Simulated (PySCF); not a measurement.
An unknown is described by computed data only.

Formula: C6H14AlB.

- 13C NMR: chemical shifts (computed TMS as zero) by class: 33.8 (1 C), 24.8 (1 C), 10.4 (2 C), 8.1 (1 C), -0.1 (1 C) ppm [GIAO HF/pcSseg-1]
- 1H NMR: chemical shifts (computed TMS as zero) by class: 5.25 (1 H), 1.84 (1 H), 0.85 (1 H), 0.68 (1 H), 0.61 (6 H), 0.41 (1 H), -0.17 (1 H), -0.44 (1 H), -1.29 (1 H) ppm [GIAO HF/pcSseg-1]
- XPS: B1s 194.6, C1s 289.3, C1s 289.4, C1s 289.5, C1s 289.6 (×2), C1s 290.1, Al1s 1566.3 eV [ΔSCF SCAN, pcX-2 on the ionised atom, pcseg-1 elsewhere, spin-free X2C]
- Polarisability: 113.7 au [PBE0/def2-SVPD]
- Rotational structure: rotational constants A, B, C: 2.969, 1.006, 0.894 GHz [PBE0-D3(BJ)/def2-SVP]
- UV, strongest line: among the 10 lowest singlet transitions: S3 at 5.55 eV (223 nm, f = 0.137) [TDDFT PBE0/def2-SVPD]
- Valence photoelectron: vertical ionisation energy: 8.55 eV [ΔSCF PBE0/def2-SVPD]
- Triplet: lowest triplet excitation (Tamm–Dancoff): 4.19 eV [TDA PBE0/def2-SVPD]

Gas-phase values; electronic properties from PySCF, density fitting. Levels stand in brackets. The structure is a single PBE0-D3(BJ)/def2-SVP conformer in the gas phase; no vibrational or solvent corrections. NMR values are class means; diastereotopic atoms form classes of their own.

Problem. Give a SMILES that accounts for the data.

Solution. Numbering: `[CH3:1][B:2]([CH3:3])[C@@H:4]1[CH2:5][CH2:6][AlH:7][CH2:8]1`. 6 carbons fall into 5 classes; from least to most shielded: ring sp3 carbon bound to boron [C4] (33.8 ppm), ring CH2 carbon [C5] (24.8 ppm), chain sp3 carbon bound to boron [C1/C3] (10.4 ppm, 2 C, up to 5.7 ppm apart in this geometry), ring CH2 carbon [C6] (8.1 ppm), ring CH2 carbon [C8] (-0.1 ppm). Hydrogen classes from least to most shielded: 1 H on an aluminium bonded to 2 C and H, Al7 (5.25 ppm), 1 H on a ring CH2 carbon, C5 (1.84 ppm), 1 H on a ring CH2 carbon, C5 (0.85 ppm), 1 H on an sp3 carbon bound to boron, C4 (0.68 ppm), 6 H on 2 like atoms (sp3 carbon bound to boron), C1/C3 (0.61 ppm, a mean of values up to 0.7 ppm apart in this geometry), 1 H on a ring CH2 carbon, C6 (0.41 ppm), 1 H on a ring CH2 carbon, C6 (-0.17 ppm), 1 H on a ring CH2 carbon, C8 (-0.44 ppm), 1 H on a ring CH2 carbon, C8 (-1.29 ppm). The core levels belong to: B1s 194.6 eV, three-coordinate boron [B2]; C1s 289.3 eV, ring CH2 carbon [C6]; C1s 289.4 eV, ring CH2 carbon [C8]; C1s 289.5 eV, sp3 carbon bound to boron [C4]; C1s 289.6 eV, sp3 carbon bound to boron [C1/C3]; C1s 290.1 eV, ring CH2 carbon [C5]; Al1s 1566.3 eV, aluminium bonded to 2 C and H [Al7]. One atom of each topological class was ionised and stands for its class. The hole state at 194.6 eV has ⟨S²⟩ = 0.84 against 0.75, so that value is less sure. The first electron is taken from the HOMO, whose largest Löwdin shares are 0.27 on a ring CH2 carbon, 0.16 on an sp3 carbon bound to boron, 0.14 on the aluminium bonded to 2 C and H and 0.11 on a ring CH2 carbon. The optimised geometry has point group C1 and is an asymmetric top. Structure: `CB(C)[C@@H]1C[CH2][AlH][CH2]1`. Computed isomers that give other values at the same levels: `CB(C)[C@H]1CC[CH2][AlH]1` (rotational constant A: 2.726 GHz; this holds for the one conformer computed). The assignments are read from this structure; whether some other isomer fits the data as well wasn't checked. The mirror image fits equally.
